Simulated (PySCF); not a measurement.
Compound: C6H7GaN2.
SMILES: `N#Cc1cc[n+]([GaH3-])cc1`

Level of theory: PySCF, PBE0-D3(BJ)/def2-SVP geometry optimisation, gas phase.

Take the most abundant isotopes and a rigid rotor. 

(1) What are A, B and C (MHz)?

(2) Classify the top.

(3) Is it planar, by Δ = Ic − Ia − Ib?

(4) Give the other two planar moments, Paa and Pbb, and the rms extents of the mass along the axes.

(5) Which lines would a microwave search look for?

## Answers

(1) Ia = 92.51, Ib = 1135.80, Ic = 1220.84 u·Å²; 505379 MHz·u·Å²/I gives A = 5463, B = 445.0, C = 414.0 MHz.

(2) A near-prolate asymmetric top. Ray's parameter κ = (2B − A − C)/(A − C) = -0.988; −1 is the prolate and +1 the oblate limit.

(3) Not planar: Δ = Ic − Ia − Ib = -7.47 u·Å². For a rigid frame Δ = −2 Σ m c², so Σ m c² = 3.73 u·Å² lies off the ab plane: 3.67 from hydrogen and 0.06 from heavier atoms. The atom farthest from that plane is 1.58 Å away.

(4) Paa = Σ m a² = (Ib + Ic − Ia)/2 = 1132.07 and Pbb = Σ m b² = (Ia + Ic − Ib)/2 = 88.77 u·Å². With the mass M = 175.99 u, the rms extents √(P/M) along a, b and c are 2.54, 0.71, 0.15 Å.

(5) The dipole components are |μa| = 2.56 D, |μb| = 0.00 D, |μc| = 0.10 D; the mirror of this Cs structure is the ac plane, so μb vanishes by symmetry and there are no b-type lines. Intensities carry the squares of the components, which stand as 1.00 : 0.00 (a : c). Some lines, for components of 0.1 D or more:

```csv
type,branch,"J(Ka,Kc)",MHz,lower level (cm⁻¹)
a,R,"1(0,1) ← 0(0,0)",859,0.000
a,R,"2(1,2) ← 1(1,1)",1687,0.196
a,R,"2(0,2) ← 1(0,1)",1718,0.029
a,R,"2(1,1) ← 1(1,0)",1749,0.197
a,R,"3(1,3) ← 2(1,2)",2530,0.252
a,R,"3(0,3) ← 2(0,2)",2576,0.086
a,R,"3(2,2) ← 2(2,1)",2577,0.758
a,R,"3(2,1) ← 2(2,0)",2577,0.758
a,R,"3(1,2) ← 2(1,1)",2623,0.255
c,Q,"3(1,3) ← 3(0,3)",4941,0.172
c,Q,"2(1,2) ← 2(0,2)",4987,0.086
c,Q,"1(1,1) ← 1(0,1)",5018,0.029
c,R,"1(1,0) ← 0(0,0)",5908,0.000
c,R,"2(1,1) ← 1(0,1)",6798,0.029
c,R,"3(1,2) ← 2(0,2)",7703,0.086
c,Q,"3(2,2) ← 3(1,2)",15008,0.343
c,Q,"2(2,1) ← 2(1,1)",15055,0.255
c,R,"2(2,0) ← 1(1,0)",16804,0.197
c,R,"2(2,1) ← 1(1,1)",16834,0.196
c,R,"3(2,1) ← 2(1,1)",17632,0.255
c,R,"3(2,2) ← 2(1,2)",17724,0.252
c,Q,"3(3,1) ← 3(2,1)",25168,0.844
c,R,"3(3,0) ← 2(2,0)",27745,0.758
c,R,"3(3,1) ← 2(2,1)",27745,0.758
```

PBE0-D3(BJ)/def2-SVP frequencies: not computed here. Zero-point vibration and centrifugal distortion are left out. A rigid rotor knows nothing of internal rotation, which can split or shift real lines. Quadrupole hyperfine structure (14N, 69Ga) is left out.

Time: 3.1 min; peak memory 0.78 GiB. Hardware: an Arm Neoverse V1 with one thread, no GPU, shared host with 32 logical CPUs at a one-minute load of 11. These figures are those of the optimisation.
